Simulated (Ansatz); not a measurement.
Coupled-cluster diagnostics for Ca2F5⁻, Ansatz.

Geometry of the singlet (PBE0-D4/def2-SVPD):

```csv
atom,x (Å),y (Å),z (Å)
Ca1,0.573,0.337,1.339
Ca2,-0.716,-0.418,-1.678
F3,-0.354,1.314,-0.519
F4,-1.530,-0.885,-3.501
F5,-0.658,0.468,3.007
F6,0.058,-1.451,-0.003
F7,2.628,0.636,1.355
```

Correlated methods freeze 15 core orbitals; core or outer-core shells of Ca are correlated, in sets that lack core-valence functions. Another isomer (singlet) lies 0.70 eV lower at PBE0-D4/def2-TZVPD; other spin states weren't run for this one.

Estimate the CCSD(T) correlation energy, the shares of MP2 and (T), T1 and the reference's ⟨S²⟩ for: charge -1, singlet, own geometry in def2-SVPD; and the rough time on 4 threads of Arm Neoverse V1 on a shared host.


```json
{"state": "charge -1, singlet, own geometry", "basis": "def2-SVPD", "correlation (eV)": "-37.330", "MP2 share (%)": "96.9", "(T) share (%)": "2.0", "T1": "0.016", "⟨S²⟩ (pure)": "0.00 (0.00)", "wall time": "2.2 min"}
```
Customary marks for T1 are 0.02 (closed shells), 0.045 (open shells) and about 0.05 (3d metals). T1 stays under 0.02 throughout.
